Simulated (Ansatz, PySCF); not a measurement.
Reaction (SMILES): N#[N+][O-] (N2O) [nitrous oxide] → N#[N+][O-] (N2O) as triplet, charge 0
Each molecule is optimised on its own at B3LYP-D3(BJ)/def2-TZVP (Ansatz, a quantum-chemistry and plane-wave program). Markedly spin-contaminated UHF reference, which strains HF, MP2 and, less, CCSD(T): N#[N+][O-] (N2O) as triplet, charge 0. High T1 diagnostic, so coupled cluster is less sure: N#[N+][O-] (N2O) as triplet, charge 0. A spin state is the lowest found, not a proven ground state.

Wanted: adiabatic triplet-singlet gap (0 K, with B3LYP-D3(BJ) harmonic zero-point energies from PySCF), in kcal/mol. Correlated levels leave the core frozen unless marked. Open shells are spin-unrestricted. Spin-orbit coupling is left out. Non-relativistic. CBS(X,Y): correlation extrapolated as X^-3; Hartree-Fock from the larger set.

CCSD(T)/CBS(cc-pVTZ,cc-pVQZ) (Ansatz) gives 74.1 kcal/mol.

Task: Another calculation gave 69.9 kcal/mol. Which level was it?
A) B97M-V/def2-TZVPD (Ansatz)
B) M06-2X/def2-TZVPD (PySCF)
C) r2SCAN/def2-TZVPD (Ansatz)
D) SVWN5/def2-TZVPD (Ansatz)

Result: A, B97M-V/def2-TZVPD (Ansatz). The others give 80.5 (SVWN5), 72.9 (M06-2X), 67.3 (r2SCAN) kcal/mol.
